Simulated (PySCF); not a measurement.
C₃H₇InO. Atoms are numbered in the order given.

```xyz
12

In    -0.5301     0.1664     0.4578
H     -1.9137     0.8480     1.2175
C      0.9353    -1.3147     1.0001
C      1.9492    -1.6697     0.1977
H      0.8522    -1.8046     1.9788
H      2.6847    -2.4284     0.4975
H      2.1024    -1.2294    -0.7924
O     -0.2901     1.0032    -1.3668
C      0.7096     0.7278    -2.3010
H      0.7150    -0.3289    -2.6445
H      0.5592     1.3516    -3.2036
H      1.7336     0.9493    -1.9308
```

Geometry: B3LYP-D3(BJ)/def2-SVP. The structure was generated by enumeration; whether it is a known compound was not checked. The def2 effective core potentials stand for the cores of In; spin–orbit coupling is left out. One conformer was computed; it need not be the lowest.

Level of theory: PySCF with PBE/def2-TZVP.

ESP charges are fitted to the potential on shells at 1.4 to 2.0 van der Waals radii. Atomic charges (e):

```json
[
 {"atom": "In1", "ESP fit": "0.72", "Löwdin": "0.44", "Mulliken": "0.63"},
 {"atom": "H2", "ESP fit": "?", "Löwdin": "-0.07", "Mulliken": "-0.07"},
 {"atom": "C3", "ESP fit": "?", "Löwdin": "-0.35", "Mulliken": "-0.33"},
 {"atom": "C4", "ESP fit": "-0.18", "Löwdin": "-0.21", "Mulliken": "-0.24"},
 {"atom": "H5", "ESP fit": "?", "Löwdin": "0.14", "Mulliken": "0.13"},
 {"atom": "H6", "ESP fit": "?", "Löwdin": "0.12", "Mulliken": "0.12"},
 {"atom": "H7", "ESP fit": "?", "Löwdin": "0.13", "Mulliken": "0.13"},
 {"atom": "O8", "ESP fit": "-0.46", "Löwdin": "-0.07", "Mulliken": "-0.45"},
 {"atom": "C9", "ESP fit": "-0.05", "Löwdin": "-0.43", "Mulliken": "-0.21"},
 {"atom": "H10", "ESP fit": "0.06", "Löwdin": "0.10", "Mulliken": "0.10"},
 {"atom": "H11", "ESP fit": "0.06", "Löwdin": "0.11", "Mulliken": "0.11"},
 {"atom": "H12", "ESP fit": "0.05", "Löwdin": "0.10", "Mulliken": "0.10"}
]
```

Q: What belongs in the gaps? (An estimate is asked for; the answer gives what the named calculation found.)

A: 
- H2, ESP fit: -0.19
- C3, ESP fit: -0.37
- H5, ESP fit: 0.14
- H6, ESP fit: 0.13
- H7, ESP fit: 0.09
